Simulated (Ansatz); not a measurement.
CH5BOS can be A, `BSCO`, or B, `COBS`.

Isolated molecules relaxed with PBE0-D4/def2-TZVP in Ansatz; ΔE leaves out vibrations. CCSD(T)/CBS adds triple-zeta CCSD(T) − MP2 to the extrapolated MP2 energy (def2 sets, frozen cores). Functionals use def2-TZVPP. B3LYP here is the variant with VWN-RPA as its local correlation; programs differ in this. One conformer a species, not always the lowest.

Question: Which isomer does CCSD(T)/CBS put lower? Give the gap. (Estimate.)

Answer: Ansatz gave: B, by 37.5 kcal/mol.

Question: Give E(B) − E(A) in kcal/mol with CCSD(T)/def2-TZVPP, B3LYP-D4, B2PLYP, CCSD/def2-TZVPP, ωB97M-V, B3LYP, PBE-D4. (Estimate.)

Answer: Computed: CCSD(T)/def2-TZVPP -38.3, B3LYP-D4 -38.3, B2PLYP -38.8, CCSD/def2-TZVPP -39.1, ωB97M-V -38.1, B3LYP -38.9, PBE-D4 -35.5. None reverses the order clearly.

Question: Does the order hold for the free energy at 298.15 K (harmonic terms from PBE0-D4)? (Best estimate.)

Answer: Computed: Yes: G(B) − G(A) = -37.3 kcal/mol, for one conformer each. Modes under 60 cm⁻¹, often nearly free rotors, make the harmonic entropy too high.

Largest T1 diagnostic: 0.014.

In def2-TZVPP, CCSD(T) changes the Hartree–Fock value by +3.4 kcal/mol (the triples alone add +0.8 kcal/mol) and MP2 by +3.4 kcal/mol. From PBE to PBE0 (25 % exact exchange), in def2-TZVPP and without D4, E(B) − E(A) moves by −1.2 kcal/mol.
